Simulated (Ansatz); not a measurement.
The cluster VO4H3, 8 atoms. Hardware: 4 threads of Arm Neoverse V2 on a shared host.

Correlated methods freeze 9 core orbitals; core or outer-core shells of V are correlated, in sets that lack core-valence functions.

(1) How many basis functions does each of these Ansatz runs have, and roughly what does it cost? PBE0-D4/def2-TZVPD, charge 0 singlet, energy, from earlier orbitals; r2SCAN-D4/def2-TZVPD, charge -1 doublet at the geometry of the charge 0 singlet, energy, from earlier orbitals; PBE0-D4/def2-SVP, charge -1 doublet at the geometry of the charge 0 singlet, energy with a search over starts; PBE-D4/def2-TZVP, charge 1 doublet at the geometry of the charge 0 singlet, energy, from earlier orbitals; PBE-D4/def2-TZVPD, charge -1 doublet at the geometry of the charge 0 singlet, energy, from earlier orbitals; r2SCAN-D4/def2-TZVP, charge 1 doublet at the geometry of the charge 0 singlet, energy, from earlier orbitals; PBE0-D4/def2-TZVP, charge 1 doublet at the geometry of the charge 0 singlet, energy, from earlier orbitals; PBE-D4/def2-SVP, charge 0 singlet, energy, from earlier orbitals; r2SCAN-D4/def2-TZVP, charge 0 triplet at the geometry of the charge 0 singlet, energy, from earlier orbitals; RPA@PBE/def2-TZVP, charge 0 singlet, energy, from earlier orbitals; PBE-D4/def2-TZVP, charge 0 singlet, energy and forces, from earlier orbitals; PBE0-D4/def2-SVP, charge 1 doublet at the geometry of the charge 0 singlet, energy with a search over starts.

Answers

(1) Other jobs shared the machine, so times can vary by a factor of up to 3. A dash marks memory too small to be measured apart from the calling script's.

```json
{"run": "PBE-D4/def2-SVP, charge 0 singlet, energy, from earlier orbitals", "functions": "102", "fitting or Cholesky vectors": "1128", "wall time": "0.95 s", "peak host memory (GiB)": "–"}
{"run": "PBE-D4/def2-TZVP, charge 0 singlet, energy and forces, from earlier orbitals", "functions": "187", "fitting or Cholesky vectors": "1170", "wall time": "2 s", "peak host memory (GiB)": "–"}
{"run": "PBE0-D4/def2-SVP, charge -1 doublet at the geometry of the charge 0 singlet, energy with a search over starts", "functions": "102", "fitting or Cholesky vectors": "1023", "wall time": "3.6 s", "peak host memory (GiB)": "–"}
{"run": "PBE0-D4/def2-TZVPD, charge 0 singlet, energy, from earlier orbitals", "functions": "235", "fitting or Cholesky vectors": "1396", "wall time": "3.6 s", "peak host memory (GiB)": "0.64"}
{"run": "PBE-D4/def2-TZVP, charge 1 doublet at the geometry of the charge 0 singlet, energy, from earlier orbitals", "functions": "187", "fitting or Cholesky vectors": "1170", "wall time": "3.7 s", "peak host memory (GiB)": "–"}
{"run": "RPA@PBE/def2-TZVP, charge 0 singlet, energy, from earlier orbitals", "functions": "187", "fitting or Cholesky vectors": "1369", "wall time": "3.8 s", "peak host memory (GiB)": "–"}
{"run": "PBE-D4/def2-TZVPD, charge -1 doublet at the geometry of the charge 0 singlet, energy, from earlier orbitals", "functions": "235", "fitting or Cholesky vectors": "1342", "wall time": "6.5 s", "peak host memory (GiB)": "–"}
{"run": "PBE0-D4/def2-SVP, charge 1 doublet at the geometry of the charge 0 singlet, energy with a search over starts", "functions": "102", "fitting or Cholesky vectors": "1023", "wall time": "8.5 s", "peak host memory (GiB)": "–"}
{"run": "r2SCAN-D4/def2-TZVP, charge 1 doublet at the geometry of the charge 0 singlet, energy, from earlier orbitals", "functions": "187", "fitting or Cholesky vectors": "1170", "wall time": "9.5 s", "peak host memory (GiB)": "–"}
{"run": "r2SCAN-D4/def2-TZVP, charge 0 triplet at the geometry of the charge 0 singlet, energy, from earlier orbitals", "functions": "187", "fitting or Cholesky vectors": "1170", "wall time": "11 s", "peak host memory (GiB)": "–"}
{"run": "PBE0-D4/def2-TZVP, charge 1 doublet at the geometry of the charge 0 singlet, energy, from earlier orbitals", "functions": "187", "fitting or Cholesky vectors": "1243", "wall time": "12 s", "peak host memory (GiB)": "0.87"}
{"run": "r2SCAN-D4/def2-TZVPD, charge -1 doublet at the geometry of the charge 0 singlet, energy, from earlier orbitals", "functions": "235", "fitting or Cholesky vectors": "1342", "wall time": "13 s", "peak host memory (GiB)": "–"}
```
